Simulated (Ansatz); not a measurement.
```yaml
crystal:
  periodic: [false, false, false]
  atoms:
    - {symbol: B, position_ang: [-1.338745, 0.956129, -0.481237]}
    - {symbol: C, position_ang: [0.070094, 1.381127, -0.521253]}
    - {symbol: Si, position_ang: [1.365876, 0.524456, -1.591920]}
    - {symbol: O, position_ang: [1.199947, -1.004055, -0.984718]}
    - {symbol: Al, position_ang: [0.084597, -0.596623, 0.279791]}
    - {symbol: Al, position_ang: [-0.424276, -1.932294, 2.425243]}
    - {symbol: H, position_ang: [-2.296506, 1.530279, -0.059382]}
    - {symbol: H, position_ang: [-1.568016, -0.252547, -0.743854]}
    - {symbol: H, position_ang: [0.309392, 2.366152, -0.126431]}
    - {symbol: H, position_ang: [2.716726, 1.098543, -1.352601]}
    - {symbol: H, position_ang: [1.083059, 0.582056, -3.050037]}
    - {symbol: H, position_ang: [-1.678052, -2.906709, 2.508032]}
    - {symbol: H, position_ang: [-1.038745, 0.956129, -0.431237]}
basis:
  gaussian: {orbitals: cc-pVTZ-DK}
hamiltonian: {xc: {name: SVWN5}, pseudopotentials: {relativity: scalar}}
output: {forces: true}
```

```sh
$ ansatz run in.yaml --threads 4 --pin off --events-out ev --progress --plain --max-ram 10444MiB
```

Output, abridged:

```
Functional definition: SVWN5
1774 factors; their error is unknown
mean field evaluation 1: about -24731.0039 eV, gradient 1.5e2 eV
mean field evaluation 2: about -23884.9688 eV, gradient 4.1e2 eV
mean field evaluation 4: about -24661.0528 eV, gradient 1.8e2 eV
mean field evaluation 8: about -24784.4080 eV, gradient 1.4e1 eV
mean field evaluation 16: about -24785.7979 eV, gradient 1.8e-4 eV
mean field evaluation 32: about -24785.0994 eV, gradient 2.5e-5 eV
mean field -24785.79788043 eV, -910.8612716885 hartree, gradient 1.3e-5 eV, S^2 0.000000; 2 other end points of the search recorded, 0 dependent functions left out
reference -24785.79793313 eV, -910.8612736251 hartree; 33, 33 occupied and 257, 257 virtual orbitals, 1774 factors
Total energy: -24785.79793313 eV, -910.8612736251 hartree
Relativity: scalar
Atom 0 at    -1.338745     0.956129    -0.481237 Å, force  -484.197266    -3.575771   -79.561353 eV/Å
Atom 1 at     0.070094     1.381127    -0.521253 Å, force    -1.505791    -0.363980    -0.149226 eV/Å
Atom 2 at     1.365876     0.524456    -1.591920 Å, force    -0.277867    -0.208851    -0.426608 eV/Å
Atom 3 at     1.199947    -1.004055    -0.984718 Å, force     0.071090     0.058017    -0.191923 eV/Å
Atom 4 at     0.084597    -0.596623     0.279791 Å, force    -0.724686    -0.781324     1.406433 eV/Å
Atom 5 at    -0.424276    -1.932294     2.425243 Å, force     0.579914     0.485156    -0.276807 eV/Å
Atom 6 at    -2.296506     1.530279    -0.059382 Å, force     1.584014    -0.551593    -0.498599 eV/Å
Atom 7 at    -1.568016    -0.252547    -0.743854 Å, force     0.123741     1.954298    -0.428209 eV/Å
Atom 8 at     0.309392     2.366152    -0.126431 Å, force    -0.339914     0.084864     0.398011 eV/Å
Atom 9 at     2.716726     1.098543    -1.352601 Å, force     0.063768     0.216189     0.247161 eV/Å
Atom 10 at     1.083059     0.582056    -3.050037 Å, force    -0.096576    -0.038375    -0.217874 eV/Å
Atom 11 at    -1.678052    -2.906709     2.508032 Å, force    -0.305494    -0.117683     0.001157 eV/Å
Atom 12 at    -1.038745     0.956129    -0.431237 Å, force   485.025068     2.839054    79.697836 eV/Å
Dipole moment:    -0.026625     0.422475     0.052405 e Å
```

Task: Something in this input is off. What?

Result: One atom was put on top of another. The calculation finished and met its thresholds. The result belongs to that input, not to the molecule as meant.
